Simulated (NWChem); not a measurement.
C$_{2}$H$_{3}$BO$_{3}$; SMILES O=C1OCB1O

```xyz
9

O      1.2267     1.6009     0.0000
C      0.3778     0.7652     0.0000
O     -0.9762     0.9991     0.0000
C     -1.4263    -0.3907     0.0000
B      0.0935    -0.8326     0.0000
O      0.7686    -1.9759     0.0000
H     -2.0284    -0.6071     0.8967
H     -2.0284    -0.6071    -0.8967
H      1.7274    -1.8622     0.0000
```
Atoms are numbered in this order, from 1.

Results from NWChem. Medium grid unless said otherwise, to which SCAN and Minnesota functionals are sensitive. Coordinates come from a PBE0/def2-SVP optimisation. B3LYP is NWChem's, with the RPA form of VWN correlation.

Question: Order these by “orbital gap (eV)”, lowest first: B3LYP/def2-TZVP; PBE/def2-TZVP; M06-2X/def2-TZVP.

Answer: PBE/def2-TZVP (3.26), B3LYP/def2-TZVP (5.32), M06-2X/def2-TZVP (8.32)
